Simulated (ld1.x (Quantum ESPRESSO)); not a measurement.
## How hard is this sulfur TM potential?

sulfur (S), norm-conserving Troullier–Martins (Kleinman–Bylander form), made with ld1.x (Quantum ESPRESSO) 7.5 (PBE, scalar-relativistic). Core [Ne], reference 3s2 3p4. Waves: 3p (bound): rc 1.75 bohr; 3d channel at 0.45 Ry: rc 1.40 bohr; 3s (bound): rc 1.25 bohr. Local part: the s channel. Core correction: none.

The pseudo-atom Hamiltonian at the reference potential is diagonalised in spherical Bessel functions j_l(qr) that vanish at 20 bohr, with q² up to the cutoff. All-electron valence levels (Ry): 3p -0.5151, 3s -1.2683.

Q: How do the lowest levels (Ry) of each channel move with the cutoff, and are there ghosts?

A:

| cutoff (Ry) | p #1 | d #1 | s #1 | f #1 | Σ f·Δε (mRy) |
| --- | --- | --- | --- | --- | --- |
| 8 | -0.4965 | 0.0706 | -1.1299 | 0.1174 | 351.4 |
| 12 | -0.5129 | 0.0705 | -1.2075 | 0.1174 | 130.6 |
| 21 | -0.5140 | 0.0704 | -1.2593 | 0.1174 | 22.9 |
| 30 | -0.5150 | 0.0703 | -1.2607 | 0.1174 | 16.0 |
| 40 | -0.5151 | 0.0703 | -1.2638 | 0.1174 | 9.2 |
| 50 | -0.5151 | 0.0703 | -1.2669 | 0.1174 | 3.0 |
| 70 | -0.5151 | 0.0702 | -1.2679 | 0.1174 | 0.8 |
| 90 | -0.5151 | 0.0702 | -1.2681 | 0.1174 | 0.5 |
| 400 | -0.5151 | 0.0702 | -1.2683 | 0.1174 | 0.0 |

Result: no extra level below or beside the all-electron valence levels (p, d, s, f tested); 10 mRy is reached at 40 Ry and 1 mRy at 70 Ry.
